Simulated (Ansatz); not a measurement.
TcO3(OH) (TcO4H). Charge 0, multiplicity 1. Geometry PBE0-D4/def2-SVP.

Cartesian coordinates in Å:
```
Tc -0.243 0.158 0.341
O 0.915 0.910 1.267
O -1.583 1.127 0.194
O -0.642 -1.289 1.054
O 0.410 -0.145 -1.358
H 1.142 -0.761 -1.498
```

In the def2 sets Tc takes a core potential; there is no spin–orbit coupling. LC-ωPBE has ω = 0.4 bohr⁻¹. B3LYP takes the VWN-RPA correlation. The restricted singlet is unstable towards broken spin symmetry in Hartree–Fock (as tested in another run); at PBE-D4/def2-TZVPD, B3LYP-D4/def2-TZVP, PBE0-D4/def2-SVP, PBE0-D4/def2-TZVP and others this wasn't settled.

Task: Estimate the orbital energies around the gap (eV) in Ansatz with PBE-D4/def2-TZVPD, B3LYP-D4/def2-TZVP, PBE0-D4/def2-SVP, PBE0-D4/def2-TZVP, LC-ωPBE/def2-TZVP.

Result: 
```csv
orbital,PBE-D4/def2-TZVPD,B3LYP-D4/def2-TZVP,PBE0-D4/def2-SVP,PBE0-D4/def2-TZVP,LC-ωPBE/def2-TZVP
HOMO−9,-12.14,-13.77,-14.17,-14.14,-17.35
HOMO−8,-11.95,-13.51,-13.86,-13.85,-16.97
HOMO−7,-11.88,-13.45,-13.82,-13.79,-16.94
HOMO−6,-10.85,-12.33,-12.64,-12.64,-15.61
HOMO−5,-9.64,-11.05,-11.27,-11.33,-14.13
HOMO−4,-9.07,-10.48,-10.68,-10.75,-13.63
HOMO−3,-9.03,-10.37,-10.59,-10.61,-13.38
HOMO−2,-8.53,-9.89,-10.11,-10.14,-12.91
HOMO−1,-8.46,-9.78,-10.00,-10.03,-12.75
HOMO,-8.22,-9.60,-9.84,-9.86,-12.60
LUMO,-4.27,-3.86,-3.60,-3.62,-1.43
LUMO+1,-4.08,-3.67,-3.41,-3.44,-1.26
LUMO+2,-2.80,-2.30,-2.00,-2.01,0.19
LUMO+3,-1.60,-1.11,-0.80,-0.81,1.37
LUMO+4,-1.42,-0.92,-0.60,-0.62,1.50
LUMO+5,-1.24,-0.70,-0.15,-0.34,1.57
```
